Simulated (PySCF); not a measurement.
Gas-phase equilibrium of 1 mol NaCl, 28 mol H2O at 2500 K and 0.00133 bar, among 21 species (ClO, O2, HCl, O, HO2, H2O, H, HOCl, Na, H2O2, O3, Na2, H2, Na2(OH)2, NaCl, NaOH, Cl, Cl2, Na2O, Na2Cl2, OH). Only gases are allowed; each row takes one source of thermochemistry for all species, and Cantera finds the minimum.

Method: PySCF energies plus ideal-gas RRHO corrections (1 bar). 'Table' is the NASA 1993 thermochemical table (part measured, part estimated). † marks an energy on the PBE0/def2-TZVP geometry and frequencies; other levels use their own. Open shells (unrestricted) among the columns below: O2 (multiplicity 3), O (multiplicity 3, electronic degeneracy 9), H (multiplicity 2), Na (multiplicity 2), Cl (multiplicity 2, electronic degeneracy 6), OH (multiplicity 2, electronic degeneracy 4); the rest are closed-shell singlets. Spin-orbit splitting is ignored; it lowers the true energy and changes the entropy of O, Cl, OH. The harmonic model lacks anharmonicity and excited electronic states, which grow with temperature; levels with a mode under 35 cm⁻¹ are left out. The table's entry may be an old estimate for OH (not checked at source).

Molecules larger than those listed are left out. Table species left out: NaH, NaO.

Mole fractions:

```
thermochemistry      x H  x H2O  x H2   x O2    x O   x OH   x Na   x Cl   x HCl
------------------  ----  -----  ----  -----  -----  -----  -----  -----  ------
table               0.27   0.26  0.16  0.072   0.11  0.093  0.020  0.011  0.0092
BLYP/def2-TZVP†     0.36  0.074  0.24   0.18  0.043  0.059  0.019  0.013  0.0062
PBE0/def2-SVP†      0.52  0.050  0.12   0.14  0.084  0.050  0.016  0.010  0.0059
PBE0/def2-TZVP      0.45  0.091  0.13   0.11  0.098  0.078  0.017  0.010  0.0071
ωB97M-V/def2-TZVP†  0.34   0.15  0.17  0.099   0.11  0.092  0.019  0.010  0.0085
ωB97X-V/def2-TZVP†  0.38   0.11  0.18   0.13  0.085  0.078  0.018  0.010  0.0077
```
The most sensitive of these is H2O: it spans a factor of 10^0.7 over these rows; at this temperature one factor of ten is RT ln 10 = 48 kJ/mol.
